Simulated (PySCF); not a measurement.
Species: C6H7O3 (charge -1).
Bonds: C1–C2, C2–O3, O3–C4, C4–C5 (aromatic), C5–C6 (aromatic), C6–O7 (aromatic), O7–C8 (aromatic), C8–O9, C4–C8 (aromatic). Hydrogens: H10, H11, H12 on C1; H13, H14 on C2; H15 on C5; H16 on C6.

The geometry is computed with GFN2-xTB (gas phase).

(1) Give the optimised bond lengths and angles.

Results:

(1) 
| bond | length (bohr) |
| --- | --- |
| C1–C2 | 2.882 |
| C2–O3 | 2.628 |
| O3–C4 | 2.671 |
| C4–C5 | 2.659 |
| C5–C6 | 2.575 |
| C6–O7 | 2.589 |
| O7–C8 | 2.642 |
| C8–O9 | 2.347 |
| C4–C8 | 2.652 |
| C1–H10, C1–H11, C1–H12 | 2.055 |
| C2–H13, C2–H14 | 2.091 |
| C5–H15 | 2.036 |
| C6–H16 | 2.029 |

Bonds in one row agree within 0.02 bohr and their mean is given. A selection of angles:
| angle | degrees |
| --- | --- |
| C1–C2–O3 | 108.6 |
| C2–O3–C4 | 114.3 |
| O3–C4–C5 | 128.2 |
| O3–C4–C8 | 123.4 |
| C5–C4–C8 | 108.3 |
| C4–C5–C6 | 106.8 |
| C5–C6–O7 | 110.3 |
| C6–O7–C8 | 108.2 |
| O7–C8–O9 | 119.8 |
| C4–C8–O7 | 106.4 |
| C4–C8–O9 | 133.7 |

Torsions: C1–C2–O3–C4 177° (antiperiplanar); C2–O3–C4–C5 6° (synperiplanar). The mirror-image conformer, all signs reversed, is as good.

O3 (aryl ether oxygen) is bent (angle 114.3°). C8 (aromatic carbon bearing oxygen) is planar (angles 133.7°, 119.8° and 106.4°, sum 360.0°, 0.00 Å off the plane of its three neighbours). C5 (aromatic CH carbon) is planar (angles 127.9°, 125.3° and 106.8°, sum 360.0°, 0.00 Å off the plane of its three neighbours). Of the pairs four or more bonds apart, C2···H15 is among the closest relative to their van der Waals radii: 2.75 Å, 95 % of the sum of Bondi's values. The 5-membered ring C4–C5–C6–O7–C8 has internal angles of 106.4° to 110.3°; it is planar, 0.00 Å rms from its mean plane, widest ring torsion 0°. C4 (aromatic carbon bearing oxygen) is planar (angles 128.2°, 123.4° and 108.3°, sum 360.0°, 0.00 Å off the plane of its three neighbours). C6 (aromatic CH next to a ring oxygen) is planar (angles 132.4°, 117.3° and 110.3°, sum 360.0°, 0.00 Å off the plane of its three neighbours).

Point group: near Cs, missed by 0.14 Å at most; the miss may be what the optimiser left on a soft mode. Whether it is a minimum is left open (no frequencies).
